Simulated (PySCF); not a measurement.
C3H7FSi, SMILES C1[SiH2]CC1F.

Geometry: ωB97X-D3(BJ)/def2-SVP. This is a generated structure with no PubChem entry under its InChIKey; it may be hypothetical.

Computed with r2SCAN/def2-TZVP run with PySCF.

The molecule is in vacuum.

Computed frontier levels, gap, dipole moment and polarisability:
```
Item                                                                                                            Value
---------------------------------------------------------------------------------------------  ----------------------
highest occupied level                                                                                       -7.35 eV
lowest empty level                                                                                           -0.18 eV
orbital gap                                                                                                   7.17 eV
dipole moment                                                                                               0.293 e·Å
quadrupole, principal values (traceless, Buckingham form, about the centre of nuclear charge)   -7.21, 3.54, 3.66 D·Å
mean static polarisability                                                                       61.2 bohr³ (9.06 Å³)
polarisability, principal values                                                               55.2, 58.6, 69.7 bohr³
```
